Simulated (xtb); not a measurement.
Input for xtb: GFN2-xTB on GaH4P (SMILES [PH2][GaH2]), a point of a torsion scan.

```
$ xtb mol.xyz --gfn 2 --opt vtight --chrg 0 --uhf 0 --input xcontrol
6

P     -1.16895517    -0.17337507    -0.38745120
Ga     1.04572896     0.03635837    -0.38506488
H     -1.80418771     1.13513752    -0.21987705
H     -1.69875493    -1.05257760     0.62077648
H      1.84253006    -0.41874787    -1.63067107
H      1.87746888    -0.50587366     0.97201531
$constrain
  force constant=1.0
  dihedral: 3,1,2,5,240.0
$end
```

The log:

```
[...]
           -------------------------------------------------
          |                Calculation Setup                |
           -------------------------------------------------



           -------------------------------------------------
          |                 G F N 2 - x T B                 |
           -------------------------------------------------

        Reference                      10.1021/acs.jctc.8b01176
      * Hamiltonian:
        H0-scaling (s, p, d)           1.850000    2.230000    2.230000
        zeta-weighting                 0.500000
      * Dispersion:
        s8                             2.700000
        a1                             0.520000
        a2                             5.000000
        s9                             5.000000
      * Repulsion:
        kExp                           1.500000    1.000000
        rExp                           1.000000
      * Coulomb:
        alpha                          2.000000
        third order                    shell-resolved
        anisotropic                    true
        a3                             3.000000
        a5                             4.000000
        cn-shift                       1.200000
        cn-exp                         4.000000
        max-rad                        5.000000


          ...................................................
          :                      SETUP                      :
          :.................................................:
          :  # basis functions                  24          :
          :  # atomic orbitals                  22          :
          :  # shells                           10          :
          :  # electrons                        12          :
          :  max. iterations                   250          :
          :  Hamiltonian                  GFN2-xTB          :
          :  restarted?                      false          :
          :  GBSA solvation                  false          :
          :  PC potential                    false          :
          :  electronic temp.          300.0000000     K    :
          :  accuracy                    1.0000000          :
          :  -> integral cutoff          0.2500000E+02      :
          :  -> integral neglect         0.1000000E-07      :
          :  -> SCF convergence          0.1000000E-05 Eh   :
          :  -> wf. convergence          0.1000000E-03 e    :
          :  Broyden damping             0.4000000          :
          :  net charge                          0          :
          :  unpaired electrons                  0          :
          ...................................................

 iter      E             dE          RMSdq      gap      omega  full diag
   1     -5.6787853 -0.567879E+01  0.201E+01    3.15       0.0  T
   2     -5.7214892 -0.427039E-01  0.135E+01    2.67       1.0  T
   3     -5.7224111 -0.921906E-03  0.184E+00    2.76       1.0  T
   4     -5.7231554 -0.744248E-03  0.522E-01    2.78       1.0  T
   5     -5.7232392 -0.838589E-04  0.973E-02    2.75       1.0  T
   6     -5.7232434 -0.415348E-05  0.611E-02    2.76       1.0  T
   7     -5.7232441 -0.705030E-06  0.238E-02    2.76       1.7  T
   8     -5.7232441 -0.579874E-08  0.415E-03    2.76       9.8  T
   9     -5.7232441 -0.107020E-07  0.146E-03    2.76      27.9  T
  10     -5.7232441 -0.220687E-09  0.410E-04    2.76      99.7  T
  11     -5.7232441 -0.910108E-10  0.116E-04    2.76     352.8  T

   *** convergence criteria satisfied after 11 iterations ***

         #    Occupation            Energy/Eh            Energy/eV
      -------------------------------------------------------------
         1        2.0000           -0.6627327             -18.0339
         2        2.0000           -0.5561781             -15.1344
         3        2.0000           -0.4870112             -13.2522
         4        2.0000           -0.4376281             -11.9085
         5        2.0000           -0.4179901             -11.3741
         6        2.0000           -0.3756050             -10.2207 (HOMO)
         7                         -0.2742928              -7.4639 (LUMO)
         8                         -0.2098902              -5.7114
         9                         -0.1824875              -4.9657
        10                         -0.1234191              -3.3584
        11                         -0.0866141              -2.3569
       ...                                ...                  ...
        22                          1.5831670              43.0802
      -------------------------------------------------------------
                  HL-Gap            0.1013122 Eh            2.7568 eV
             Fermi-level           -0.3249489 Eh           -8.8423 eV

 SCC (total)                   0 d,  0 h,  0 min,  0.004 sec
 SCC setup                      ...        0 min,  0.000 sec (  2.149%)
 Dispersion                     ...        0 min,  0.000 sec (  0.776%)
 classical
[...]
HOMO)
         7                         -0.2380989              -6.4790 (LUMO)
         8                         -0.2258363              -6.1453
         9                         -0.1908111              -5.1922
        10                         -0.1169269              -3.1817
        11                         -0.0972629              -2.6467
       ...                                ...                  ...
        22                          1.3619154              37.0596
      -------------------------------------------------------------
                  HL-Gap            0.1538281 Eh            4.1859 eV
             Fermi-level           -0.3150130 Eh           -8.5719 eV

 SCC (total)                   0 d,  0 h,  0 min,  0.002 sec
 SCC setup                      ...        0 min,  0.000 sec (  2.364%)
 Dispersion                     ...        0 min,  0.000 sec (  0.614%)
 classical contributions        ...        0 min,  0.000 sec (  0.261%)
 integral evaluation            ...        0 min,  0.000 sec ( 25.979%)
 iterations                     ...        0 min,  0.000 sec ( 22.274%)
 molecular gradient             ...        0 min,  0.001 sec ( 44.998%)
 printout                       ...        0 min,  0.000 sec (  3.000%)

         :::::::::::::::::::::::::::::::::::::::::::::::::::::
         ::                     SUMMARY                     ::
         :::::::::::::::::::::::::::::::::::::::::::::::::::::
         :: total energy              -5.727570133873 Eh    ::
         :: gradient norm              0.000133344271 Eh/a0 ::
         :: HOMO-LUMO gap              4.185876620875 eV    ::
         ::.................................................::
         :: SCC energy                -5.754385906892 Eh    ::
         :: -> isotropic ES            0.011557271572 Eh    ::
         :: -> anisotropic ES          0.000373703763 Eh    ::
         :: -> anisotropic XC          0.001079560323 Eh    ::
         :: -> dispersion             -0.002774504724 Eh    ::
         :: repulsion energy           0.026815758366 Eh    ::
         :: add. restraining           0.000000014653 Eh    ::
         :: total charge               0.000000000000 e     ::
         :::::::::::::::::::::::::::::::::::::::::::::::::::::

           -------------------------------------------------
          |                Property Printout                |
           -------------------------------------------------

    * Orbital Energies and Occupations

         #    Occupation            Energy/Eh            Energy/eV
      -------------------------------------------------------------
         1        2.0000           -0.6691879             -18.2095
         2        2.0000           -0.5510821             -14.9957
         3        2.0000           -0.4809069             -13.0861
         4        2.0000           -0.4545151             -12.3680
         5        2.0000           -0.4175151             -11.3612
         6        2.0000           -0.3919271             -10.6649 (HOMO)
         7                         -0.2380989              -6.4790 (LUMO)
         8                         -0.2258363              -6.1453
         9                         -0.1908111              -5.1922
        10                         -0.1169269              -3.1817
        11                         -0.0972629              -2.6467
        12                         -0.0727778              -1.9804
        13                         -0.0533720              -1.4523
        14                         -0.0314071              -0.8546
        15                         -0.0232799              -0.6335
        16                          0.1276009               3.4722
        17                          0.1465721               3.9884
       ...                                ...                  ...
        22                          1.3619154              37.0596
      -------------------------------------------------------------
                  HL-Gap            0.1538281 Eh            4.1859 eV
             Fermi-level           -0.3150130 Eh           -8.5719 eV

     #   Z          covCN         q      C6AA      α(0)
     1  15 P        2.868    -0.038   162.041    22.875
     2  31 Ga       2.695     0.108   216.010    32.960
     3   1 H        0.976     0.064     2.151     2.292
     4   1 H        0.976     0.071     2.070     2.248
     5   1 H        0.892    -0.100     5.576     3.695
     6   1 H        0.889    -0.104     5.734     3.748

 Mol. C6AA /au·bohr⁶  :       1213.852664
 Mol. C8AA /au·bohr⁸  :      75975.450185
 Mol. α(0) /au        :         67.818054


Wiberg/Mayer (AO) data.
largest (>0.10) Wiberg bond orders for each atom

 ---------------------------------------------------------------------------
     #   Z sym  total        # sym  WBO       # sym  WBO       # sym  WBO
 ---------------------------------------------------------------------------
Note: The following floating-point exceptions are signalling: IEEE_UNDERFLOW_FLAG IEEE_DENORMAL
normal termination of xtb
     1  15 P    3.184 --     2 Ga   1.110     3 H    0.908     4 H    0.906
                             6 H    0.133     5 H    0.127
     2  31 Ga   2.834 --     1 P    1.110     5 H    0.780     6 H    0.773
     3   1 H    0.996 --     1 P    0.908
     4   1 H    0.995 --     1 P    0.906
     5   1 H    0.990 --     2 Ga   0.780     1 P    0.127
     6   1 H    0.989 --     2 Ga   0.773     1 P    0.133
 ---------------------------------------------------------------------------

Topologies differ in total number of bonds
Writing topology from bond orders to xtbtopo.mol

molecular dipole:
                 x           y           z       tot (Debye)
 q only:       -0.802       0.065       0.155
   full:       -0.496       0.114       0.336       1.549
molecular quadrupole (traceless):
                xx          xy          yy          xz          yz          zz
 q only:       -0.924       0.377       1.638      -0.008      -0.335      -0.715
  q+dip:       -1.840      -0.072       1.947      -1.323      -0.476      -0.108
   full:       -5.409      -0.094       6.774      -1.992      -0.925      -1.364

           -------------------------------------------------
          |                Geometry Summary                 |
           -------------------------------------------------

      molecular mass/u    :      104.7285911
   center of mass at/Å    :        0.1773023      -0.2537658      -0.4571506
  moments of inertia/u·Å² :        0.7233939E+01   0.1294218E+03   0.1326222E+03
rotational constants/cm⁻¹ :        0.2330353E+01   0.1302534E+00   0.1271101E+00

 * 5 selected distances

     #   Z          #   Z                                           value/Å
     1  15 P        2  31 Ga                                      2.3318183 (max)
     1  15 P        3   1 H                                       1.4039410
     1  15 P        4   1 H                                       1.4037011 (min)
     2  31 Ga       5   1 H                                       1.5934006
     2  31 Ga       6   1 H                                       1.6006600

 * 3 distinct bonds (by element types)

   Z      Z             #   av. dist./Å        max./Å        min./Å
   1 H   15 P           2     1.4038211     1.4039410     1.4037011
   1 H   31 Ga          2     1.5970303     1.6006600     1.5934006
  15 P   31 Ga          1     2.3318183     2.3318183     2.3318183


optimized geometry written to: xtbopt.xyz


           -------------------------------------------------
          | TOTAL ENERGY               -5.727570133873 Eh   |
          | GRADIENT NORM               0.000133344271 Eh/α |
          | HOMO-LUMO GAP               4.185876620875 eV   |
           -------------------------------------------------

------------------------------------------------------------------------
------------------------------------------------------------------------
 total:
 SCF:
 ANC optimizer:
```

The run finished.

Warnings raised: the energy holds the restraint's term.

Cost: about 0.07 core-seconds (a rough figure).
